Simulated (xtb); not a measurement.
xtb input (GFN2-xTB):

```bash
xtb mol.xyz --gfn 2 --ohess tight --chrg 0 --uhf 0
```
mol.xyz:
```
14

C     -2.34840043     0.55316418     0.08359731
C     -0.82501692     0.19415174     0.04423403
C      0.13133325     1.16544688     0.10565022
C      1.44088038     0.81437550     0.08757631
C      1.76197341    -0.50727849    -0.03175598
N      0.81182245    -1.45821080    -0.16542834
C     -0.44415474    -1.12167859    -0.11781431
H     -2.61305296     1.23455582    -0.73680052
H     -2.57844481     1.08206410     0.96388933
H     -2.97083477    -0.31612766    -0.04708162
H     -0.10096552     2.25225183     0.20213293
H      2.22472304     1.55874484     0.18061128
H      2.78980596    -0.85718111    -0.08052799
H     -1.14619120    -1.84186485    -0.19095562
```

End of the output:

```
   temp. (K)  partition function   enthalpy   heat capacity  entropy
                                   cal/mol     cal/K/mol   cal/K/mol   J/K/mol
 298.15  VIB   84.7                 2224.458     16.111     13.382
         ROT  0.165E+06              888.752      2.981     26.858
         INT  0.140E+08             3113.210     19.092     40.241
         TR   0.869E+27             1481.254      4.968     39.488
         TOT                        4594.4642    24.0602    79.7285   333.5839

       T/K    H(0)-H(T)+PV         H(T)/Eh          T*S/Eh         G(T)/Eh
   ------------------------------------------------------------------------
    298.15    0.732174E-02    0.120082E+00    0.378816E-01    0.822006E-01
   ------------------------------------------------------------------------

         :::::::::::::::::::::::::::::::::::::::::::::::::::::
         ::                  THERMODYNAMIC                  ::
         :::::::::::::::::::::::::::::::::::::::::::::::::::::
         :: total free energy         -19.239593294355 Eh   ::
         ::.................................................::
         :: total energy              -19.321793921904 Eh   ::
Note: The following floating-point exceptions are signalling: IEEE_UNDERFLOW_FLAG IEEE_DENORMAL
normal termination of xtb
         :: zero point energy           0.112760444593 Eh   ::
         :: G(RRHO) w/o ZPVE           -0.030559817044 Eh   ::
         :: G(RRHO) contrib.            0.082200627549 Eh   ::
         :::::::::::::::::::::::::::::::::::::::::::::::::::::
imag cut-off (cm-1) :    5.00
 found            1  significant imaginary frequency
 writing imag mode distorted coords to xtbhess.xyz
 for further optimization.

optimized geometry written to: xtbopt.xyz

           -------------------------------------------------
          | TOTAL ENERGY              -19.321793921904 Eh   |
          | TOTAL ENTHALPY            -19.201711732516 Eh   |
          | TOTAL FREE ENERGY         -19.239593294355 Eh   |
          | GRADIENT NORM               0.000110851084 Eh/α |
          | HOMO-LUMO GAP               3.233643589298 eV   |
           -------------------------------------------------

------------------------------------------------------------------------
------------------------------------------------------------------------
 total:
 SCF:
 ANC optimizer:
 analytical hessian:
```
